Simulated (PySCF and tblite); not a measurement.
The numbers below are computed, except where a source is named.
CF3(CH2)2OH, C₃H₅F₃O, numbered as in [OH:1][CH2:2][CH2:3][C:4]([F:5])([F:6])[F:7].

Level: B3LYP-D3(BJ)/def2-TZVP (IEF-PCM, chloroform)//PBE0-D3(BJ)/def2-SVP, thermal terms from GFN2-xTB, symmetry numbers and mirror pairs counted. Conformers within 3 kcal/mol (GFN2-xTB free energy) were kept, 8 at most. Codes: tblite and PySCF.

Rotational constants are equilibrium values for the commonest isotopes; dipoles come from the energy level named and are polarised by its solvent model.

Torsions listed: H1–O1–C2–C3, O1–C2–C3–C4. Of a mirror pair one member is shown.

| conformer | shape | symmetry |
| --- | --- | --- |
| 1 | 69°, 176° | C1 (pair) |
| 2 | 60°, -74° | C1 (pair) |
| 3 | 180°, 180° | Cs |
| 4 | -170°, 70° | C1 (pair) |
| 5 | -56°, -57° | C1 (pair) |

(1) Give the rotational constants and dipole components.

Answers

(1) 
| conformer | A (MHz) | B (MHz) | C (MHz) | abs μa (D) | abs μb (D) | abs μc (D) | κ | Ic−Ia−Ib (u Å²) |
| --- | --- | --- | --- | --- | --- | --- | --- | --- |
| 1 | 5057 | 1460 | 1442 | 1.33 | 1.25 | 1.48 | -0.99 | -95.8 |
| 2 | 4579 | 1820 | 1735 | 0.07 | 1.58 | 0.44 | -0.94 | -96.8 |
| 3 | 5061 | 1473 | 1450 | 2.42 | 0.92 | 0.01 | -0.99 | -94.5 |
| 4 | 4551 | 1816 | 1732 | 2.85 | 2.38 | 0.18 | -0.94 | -97.6 |
| 5 | 4504 | 1854 | 1763 | 1.43 | 2.25 | 2.46 | -0.93 | -98.1 |
